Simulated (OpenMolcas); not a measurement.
An atom or ion with 25 electrons was computed by SS-CASPT2, IPEA 0.25 Eh, imaginary shift 0.1 Eh with spin-orbit coupling (OpenMolcas, ANO-RCC-VTZP, DKH2). The lowest levels that the run gave, each within 12 % of the measured value where one is at hand:

| J | Parity | E (eV) | g |
| --- | --- | --- | --- |
| 9/2 | even | 0.0000 | 1.333 |
| 7/2 | even | 0.1926 | 1.238 |
| 5/2 | even | 0.330 | 1.029 |
| 3/2 | even | 0.423 | 0.401 |
| 5/2 | even | 2.591 | 1.599 |
| 3/2 | even | 2.647 | 1.714 |
| 1/2 | even | 2.743 | 2.631 |
| 9/2 | even | 2.795 | 1.106 |
| 7/2 | even | 2.982 | 0.889 |
| 3/2 | even | 3.613 | 1.218 |
| 11/2 | even | 3.737 | 1.091 |
| 1/2 | even | 3.846 | 0.705 |

Problem. Which ion is it, and what are the configurations and terms?

Solution. Cu⁴⁺ (Z = 29, charge +4; active space 7 electrons in 5 orbitals (3d)). J, parity and g give the terms where levels are pure, and mixed ones are named by the computed weights; the size of the splittings, set against known spectra of the 25-electron sequence, gives the charge. In order, with the measured energies in eV (Sugar and Musgrove, J. Phys. Chem. Ref. Data 19, 527 (1990)): 3d⁷ ⁴F_9/2, 3d⁷ ⁴F_7/2 (0.2003), 3d⁷ ⁴F_5/2 (0.3421), 3d⁷ ⁴F_3/2 (0.4374), 3d⁷ ⁴P_5/2 (2.5822), 3d⁷ ⁴P_3/2 (2.6118), 3d⁷ ⁴P_1/2 (2.7196), 3d⁷ ²G_9/2 (2.7990), 3d⁷ ²G_7/2 (2.9880), 3d⁷ ²P_3/2 [71 %] (3.3495), 3d⁷ ²H_11/2 (3.7693), 3d⁷ ²P_1/2 (3.5170).

CASPT2 breaks the degeneracy within a term, and the mean is taken; among the terms shown or strongly mixed into the levels shown the widest spread is 1400 cm-1 (3d⁷ ²H). Some levels mix across a computed gap that differs much from the measured one, so their mixing is not that of the real levels. Terms from blocks run as CI alone lack orbitals of their own. The CASPT2 spread within a term exceeds the gap to the next term for 3d⁷ ²P and 3d⁷ ²H, 3d⁷ ²H and 3d⁷ ²D(1), so the order of their levels is uncertain. Measured partners are found by configuration, term and J. A level has none where our copy of the source lacks it or the pairing is in doubt (some pairs that miss far off the trend of their configuration count as doubtful), and it then counts in no deviation. Only configurations of the active space appear.

A share in square brackets marks a mixed level and gives the weight of the term that names it. A number in round brackets counts repeated terms of one configuration in the order of the reference energies.
